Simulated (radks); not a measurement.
All-electron atom: Li+ in [He].

All-electron calculation, scalar-relativistic Kohn-Sham, PBE, spin-polarised, spherical densities, finite nucleus; Fermi nuclear charge, rms radius 2.444 fm. Program: a radial shooting solver on a logarithmic mesh with Libxc functionals.

Energy parts (eV):
total: -197.488
kinetic: 196.400
electron-nucleus: -437.909
Hartree: 89.229
exchange-correlation: -45.208

Orbitals (lengths in bohr, moments of r in powers of bohr; <r^-3> diverges for s and p1/2):
orbital	occ.	eigenvalue (eV)	<r^-3>
1s	2	-60.4146	-

The highest occupied level is 1s at -60.415 eV. The electron density at the nucleus is 13.93 e/bohr^3 (large components only).
